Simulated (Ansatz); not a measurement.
CH$_{5}$BOSe, SMILES `CB(O)[SeH]` from Hartree–Fock to CCSD(T)

Z-matrix (Å, degrees):
```
C
B 1 1.569
H 1 1.096 2 110.3
H 1 1.091 2 113.9 3 -121.1
H 1 1.096 2 110.3 3 117.7
O 2 1.358 1 123.0 3 -59.3
Se 2 1.954 1 119.3 3 120.7
H 6 0.961 2 113.0 1 -0.0
H 7 1.468 2 95.4 1 -179.9
```

The species carries charge 0 and has multiplicity 1. Correlated methods include outer-core shells of Se, which these sets cover unevenly. Scalar relativity is left out up to krypton. All single points use the PBE0-D4/def2-TZVP geometry. It is one conformer, not always the lowest. Frozen core, restricted reference, the Gaussian-basis code of Ansatz.

| basis | HF (Eh) | MP2 corr. | CCSD corr. | (T) | CCSD(T) total |
| --- | --- | --- | --- | --- | --- |
| def2-SVP | -2539.85859 | -0.65312 | -0.68540 | -0.01844 | -2540.56243 |
| def2-TZVPP | -2540.31878 | -0.79300 | -0.82072 | -0.03115 | -2541.17065 |
| def2-QZVPP | -2540.37264 | -1.13356 | – | – | – |
